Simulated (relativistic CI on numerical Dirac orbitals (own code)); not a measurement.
**Ligand-field terms of d2**

Computed with a parametric ligand-field model of a d^n configuration (Racah B and C, spin-orbit zeta, crystal field), exact diagonalisation.

Field parameters in Wybourne normalisation: Oh B⁴₀ = 21Dq, B⁴₄ = √(5/14) B⁴₀; Td as Oh with Dq negative (B⁴₀ = 21Dq, B⁴₄ = √(5/14) B⁴₀). The field is a parameter set, without covalency.

Q: Ground term and bands for B = 320, C = 1500, ζ = 0 cm⁻¹, Oh, 10Dq = 28850 cm⁻¹?

A: Ground term 3T1 with 0.00 electrons in the two orbitals of the cubic e set. Spin-allowed: 3T2 28006 cm⁻¹ (357 nm), 3T1 31962 cm⁻¹ (313 nm), 3A2 56856 cm⁻¹ (176 nm). Lowest spin-forbidden: 1T2 4993 cm⁻¹ (2003 nm), 1E 5014 cm⁻¹ (1994 nm), 1A1 11926 cm⁻¹ (839 nm).

Q: A d2 ion in Td symmetry has the ground term 3A2 and bands at 3T2 11250 cm⁻¹ (889 nm), 1E 15905 cm⁻¹ (629 nm), 3T1 18087 cm⁻¹ (553 nm), 1A1 25957 cm⁻¹ (385 nm), 1T2 26790 cm⁻¹ (373 nm), 3T1 29613 cm⁻¹ (338 nm). Which parameters reproduce them?

A: B = 930, C = 4450, ζ = 0 cm⁻¹, Td, 10Dq = -11250 cm⁻¹.

Q: Ground term and bands for B = 830, C = 3410, ζ = 0 cm⁻¹, Td, 10Dq = -3950 cm⁻¹?

A: Ground term 3A2 with 2.00 electrons in the two orbitals of the cubic e set. Spin-allowed: 3T2 3950 cm⁻¹ (2532 nm), 3T1 6868 cm⁻¹ (1456 nm), 3T1 17432 cm⁻¹ (574 nm). Lowest spin-forbidden: 1E 12598 cm⁻¹ (794 nm), 1T2 16061 cm⁻¹ (623 nm), 1A1 19395 cm⁻¹ (516 nm). With an A2 ground term the first spin-allowed band lies at |10Dq| itself.

Q: Ground term and bands for B = 570, C = 2800, ζ = 0 cm⁻¹, Td, 10Dq = -2550 cm⁻¹?

A: Ground term 3A2 with 2.00 electrons in the two orbitals of the cubic e set. Spin-allowed: 3T2 2550 cm⁻¹, 3T1 4445 cm⁻¹ (2250 nm), 3T1 11755 cm⁻¹ (851 nm). Lowest spin-forbidden: 1E 9540 cm⁻¹ (1048 nm), 1T2 11754 cm⁻¹ (851 nm), 1A1 14183 cm⁻¹ (705 nm). With an A2 ground term the first spin-allowed band lies at |10Dq| itself.

Q: A d2 ion in Td symmetry has the ground term 3A2 and bands at 3T2 3650 cm⁻¹ (2740 nm), 1E 5160 cm⁻¹ (1938 nm), 3T1 5863 cm⁻¹ (1706 nm), 1A1 8414 cm⁻¹ (1188 nm), 1T2 8693 cm⁻¹ (1150 nm), 3T1 9587 cm⁻¹ (1043 nm). Which parameters reproduce them?

A: B = 300, C = 1450, ζ = 0 cm⁻¹, Td, 10Dq = -3650 cm⁻¹.
